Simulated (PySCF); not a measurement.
# `FC=C=C(F)C(F)(F)F`, C₄HF₅

Cartesian coordinates in Å; atom numbers follow the order of the lines, from 1:
```xyz
10

F     2.9914    0.1322   -0.4558
C     2.0508    0.0760    0.4805
C     0.8311   -0.3003    0.2416
C    -0.3980   -0.6516    0.0081
F    -0.8425   -1.9126    0.1127
C    -1.4953    0.3279   -0.3755
F    -1.0143    1.5731   -0.4530
F    -2.4859    0.3418    0.5225
F    -2.0390    0.0351   -1.5590
H     2.4105    0.3830    1.4554
```

Computed, not measured: PySCF, TDDFT CAM-B3LYP/def2-SVPD circular dichroism and optical rotation, one conformer, gas phase. Geometry: GFN2-xTB.

No stereocentre is labelled: unless the shape is locked (an allene, a helicene, a hindered biaryl), the mirror image is equally populated and a measured rotation or CD is zero.

Q: What is the specific rotation at 633, 589.3, 546, 436, 405, 365, 355 nm?

A: [α] in deg dm⁻¹ (g/mL)⁻¹:
| λ (nm) | origin-invariant length gauge | modified velocity gauge | length gauge (centre of mass) | isotropic polarisability (au) |
| --- | --- | --- | --- | --- |
| 633 | -25.2 | -16.4 | -24.0 | 56.7 |
| 589.3 | -29.8 | -19.3 | -28.3 | 56.9 |
| 546 | -35.6 | -23.1 | -33.9 | 57.2 |
| 436 | -62.8 | -40.4 | -60.0 | 58.5 |
| 405 | -76.9 | -49.2 | -73.5 | 59.1 |
| 365 | -104.2 | -66.3 | -99.8 | 60.1 |
| 355 | -113.6 | -72.1 | -108.9 | 60.5 |

Q: And for the mirror image at 589.3 nm?

A: +29.8 deg dm⁻¹ (g/mL)⁻¹ (origin-invariant length gauge): the same size and the opposite sign.

Q: What is the molar rotation [Φ] = [α]·M/100 of the geometry above at 589.3 nm?

A: With M = 144.04 g/mol, -42.9 deg cm² dmol⁻¹ (origin-invariant length gauge).

The first excitation lies at 5.47 eV (227 nm) with R = 0.0 × 10⁻⁴⁰ esu² cm² (velocity form).
